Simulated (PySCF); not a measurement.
**Selenium: a sound run and one with changed settings**

Sound run: Se⁺ [Ar] 3d10 4s2 4p3, Se²⁺ [Ar] 3d10 4s2 4p2. Computed with PySCF 2.14 in Sapporo-DKH3-DZP-2012, with scalar relativity by spin-free X2C-1e. In the sound run the correlated levels freeze [Ar] 3d10. The sound run starts from symmetry-adapted Hartree-Fock orbitals and uses a fine grid where one is needed.

Changed run: basis STO-3G, all-electron and non-relativistic. This setting is unsound on purpose.

| species | method | sound run (hartree) | changed run (hartree) | converged |
| --- | --- | --- | --- | --- |
| Se⁺ | UHF | -2427.69846 | -2373.29984 | yes |
| Se⁺ | PBE0 | -2429.12820 | -2374.30233 | yes |
| Se⁺ | MN15 | -2431.01412 | -2372.05993 | yes |
| Se⁺ | MP2 | -2427.75699 | -2373.29984 | yes |
| Se²⁺ | UHF | -2426.93063 | -2372.53530 | yes |
| Se²⁺ | PBE0 | -2428.33984 | -2373.51634 | yes |
| Se²⁺ | MN15 | -2430.22478 | -2371.29179 | yes |
| Se²⁺ | MP2 | -2426.97497 | -2372.54313 | yes |
| Se²⁺ | CCSD(T) | -2426.99186 | -2372.54903 | yes |

Ionisation energy of Se⁺:

```
 method  sound run (eV)  changed run (eV)
    UHF          20.894            20.804
   PBE0          21.452            21.388
   MN15          21.479            20.902
    MP2          21.280            20.591
SCS-MP2          21.154            20.548
```

A minimal basis cannot let orbitals breathe on ionisation and holds almost no correlation. The Hamiltonian changed with the basis, so the totals do not compare.

For comparison, NIST gives 21.196 ± 0.01 eV between the lowest levels.
